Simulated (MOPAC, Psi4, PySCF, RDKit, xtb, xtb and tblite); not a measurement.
Torsional profile of SMILES C=Cc1ccc(S)s1. Scanned: dihedral S8–C6–S7–H14; all other coordinates were relaxed at GFN2-xTB. Points at φ and −φ are mirror images.

Geometry of the scan point at -120° (Å):
```
14

C     -2.4953     1.0830    -0.8223
C     -1.9351     0.0357    -0.2248
C     -0.5200    -0.1701    -0.0760
C      0.1014    -1.2289     0.5345
C      1.5033    -1.1373     0.5361
C      1.9507    -0.0070    -0.0813
S      3.6251     0.5002    -0.3066
S      0.6491     0.9667    -0.6834
H     -3.5629     1.1843    -0.9029
H     -1.8980     1.8723    -1.2483
H     -2.5493    -0.7492     0.1983
H     -0.4376    -2.0476     0.9773
H      2.1589    -1.8682     0.9743
H      4.0042    -0.5713    -1.0061
```

Levels of theory: GFN2-xTB (xtb and tblite); MMFF94 // GFN2-xTB (RDKit); B3LYP/def2-SVP // GFN2-xTB (Psi4); B3LYP-D3(BJ)/def2-SVP // GFN2-xTB (Psi4); PBE/def2-SVP // GFN2-xTB (Psi4); PBE-D3(BJ)/def2-SVP // GFN2-xTB (Psi4); UFF // GFN2-xTB (RDKit); PM3, restricted, heats of formation // GFN2-xTB (MOPAC); PM7, restricted, heats of formation // GFN2-xTB (MOPAC); GFN1-xTB // GFN2-xTB (xtb); RKS-B3LYP/6-31G* = restricted B3LYP/6-31G*, spherical d, density fitting // GFN2-xTB in PySCF 2.14.0; RHF/LANL2DZ = restricted Hartree-Fock/LANL2DZ, with its core potentials past Ne // GFN2-xTB (PySCF); RHF/6-31G* = restricted Hartree-Fock/6-31G*, spherical d, density fitting // GFN2-xTB (PySCF 2.14.0); RKS-LDA (SVWN5)/6-31G* = PySCF with restricted LDA (SVWN5)/6-31G*, spherical d, density fitting // GFN2-xTB.

Least-squares fit of E(φ) = a0 + Σ (a_n cos nφ + b_n sin nφ), n = 1 to 4, to the 12 scan points, in kcal/mol above the lowest point of each profile (levels whose profile four harmonics don't fit are not listed):

| method | a0 | a1 | b1 | a2 | b2 | a3 | b3 | a4 | b4 | rms of fit |
|---|---|---|---|---|---|---|---|---|---|---|
| GFN2-xTB | 1.25 | -0.32 | 0.00 | -1.11 | 0.00 | 0.14 | 0.00 | 0.04 | 0.00 | 0.01 |
| MMFF94 | 2.09 | -0.66 | 0.00 | -1.30 | 0.00 | -0.15 | 0.00 | 0.02 | 0.00 | 0.01 |
| B3LYP/def2-SVP | 0.62 | -0.40 | 0.00 | 0.51 | 0.00 | 0.17 | 0.00 | 0.00 | 0.00 | 0.01 |
| B3LYP-D3(BJ)/def2-SVP | 0.61 | -0.42 | 0.00 | 0.48 | 0.00 | 0.17 | 0.00 | 0.00 | 0.00 | 0.01 |
| PBE/def2-SVP | 0.53 | -0.42 | 0.00 | 0.30 | 0.00 | 0.17 | 0.00 | 0.03 | 0.00 | 0.01 |
| PBE-D3(BJ)/def2-SVP | 0.53 | -0.43 | 0.00 | 0.28 | 0.00 | 0.16 | 0.00 | 0.03 | 0.00 | 0.01 |
| UFF | 4.69 | 0.02 | 0.00 | 4.52 | 0.00 | -0.27 | 0.00 | -0.13 | 0.00 | 0.04 |
| PM3 | 0.67 | 0.44 | 0.00 | -0.16 | 0.00 | 0.04 | 0.00 | -0.03 | 0.00 | 0.01 |
| PM7 | 0.45 | 0.57 | 0.00 | 0.19 | 0.00 | 0.08 | 0.00 | 0.00 | 0.00 | 0.01 |
| GFN1-xTB | 1.67 | -0.19 | 0.00 | -1.66 | 0.00 | 0.13 | 0.00 | 0.06 | 0.00 | 0.01 |
| RKS-B3LYP/6-31G* | 0.87 | -0.38 | 0.00 | 0.85 | 0.00 | 0.24 | 0.00 | -0.02 | 0.00 | 0.01 |
| RHF/LANL2DZ | 1.69 | -0.22 | 0.00 | 1.53 | 0.00 | 0.18 | 0.00 | -0.14 | 0.00 | 0.02 |
| RHF/6-31G* | 1.44 | -0.39 | 0.00 | 1.33 | 0.00 | 0.26 | 0.00 | -0.10 | 0.00 | 0.02 |
| RKS-LDA (SVWN5)/6-31G* | 0.73 | -0.41 | 0.00 | 0.56 | 0.00 | 0.25 | 0.00 | 0.02 | 0.00 | 0.01 |
